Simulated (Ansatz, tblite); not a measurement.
Cost and result up the ladder for (KCl)2 ring (K2Cl2) (4 atoms). The state is a singlet with charge 0. Geometry: PBE0-D4/def2-TZVP.

```
atom    x (Å)    y (Å)    z (Å)
  K1   1.0760  -1.0188   1.2862
 Cl2   1.1839   1.7059   0.3607
  K3  -1.0767   1.0190  -1.2854
 Cl4  -1.1833  -1.7062  -0.3615
```

Ansatz on 4 threads of Arm Neoverse V2 on a shared host; xTB runs through tblite on one thread. Times are rough, summed over both states, and most runs start from the orbitals of an earlier one. CCSD(T)/def2-TZVPP serves as the yardstick here, not as an exact answer. The other state is a doublet.

The xTB rows come from tblite. Correlated methods freeze 20 core orbitals; core or outer-core shells of K are correlated, in sets that lack core-valence functions. HOMO above LUMO, or a gap near zero within one spin, warns that the state may not be the lowest or that an electron is smeared out.

Correlated methods converge slowly with the basis.

Raw xTB energies of ions are shifted by several eV.

| level | functions | vertical IE (eV) | difference from CCSD(T)/def2-TZVPP (eV) | remarks |
| --- | --- | --- | --- | --- |
| GFN1-xTB | 26 | 13.94 | 4.70 | – |
| PBE-D4/def2-TZVP | 140 | 8.31 | -0.93 | gap within one spin near zero (+1 doublet) |
| r2SCAN-D4/def2-TZVP (with forces) | 140 | 8.51 | -0.73 | gap within one spin near zero (+1 doublet) |
| GFN2-xTB | 26 | 12.83 | 3.59 | – |
| CCSD(T)/def2-TZVPP | 150 | 9.24 | 0.00 | – |
| PBE0-D4/def2-TZVP | 140 | 8.74 | -0.50 | – |

(1) Estimate how long each takes.

Results:

(1) GFN1-xTB 0.004 s; GFN2-xTB 0.005 s; PBE-D4/def2-TZVP 6.7 s; PBE0-D4/def2-TZVP 7 s; r2SCAN-D4/def2-TZVP (with forces) 17 s; CCSD(T)/def2-TZVPP 72 s. On shared hardware such times vary by a factor of up to 3.
